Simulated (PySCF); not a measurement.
**How methods differ on the ionisation energy of Ni¹⁰⁺**

Ni¹⁰⁺ [Ar] (1S) → Ni¹¹⁺ [Ne] 3s2 3p5 (2P), as a difference of total energies. All numbers are calculated (PySCF 2.14, scalar relativity by spin-free X2C-1e, in an uncontracted even-tempered set (19 s from 0.59 bohr⁻², ratio 2.5; 12 p from 0.76 bohr⁻², ratio 2.5; 5 d from 5.6 bohr⁻², ratio 2.7; 4 f from 8.4 bohr⁻², ratio 2.7)). Correlated levels: outer shells: 1s2 frozen; virtual orbitals above 40 to 60 times the deepest correlated orbital energy dropped. The calculations carry no spin-orbit coupling.

| method | ionisation energy (eV) |
| --- | --- |
| UHF | 319.16 |
| MP2 (outer shells) | 320.06 |
| SCS-MP2 (outer shells) | 319.93 |
| CCSD (outer shells) | 319.92 |
| CCSD(T) (outer shells) | 319.92 |

**Question.** How much does correlation contribute at CCSD(T) (outer shells)?

**Answer.** 319.92 − (319.16) = 0.76 eV, measured against UHF.

A first-order spin-orbit estimate (lowest level to lowest level, LS coupling) adds -0.943 eV.

For comparison: 319.5 ± 0.7 eV (semi-empirical (NIST evaluation); NIST Atomic Spectra Database, ionization energies).
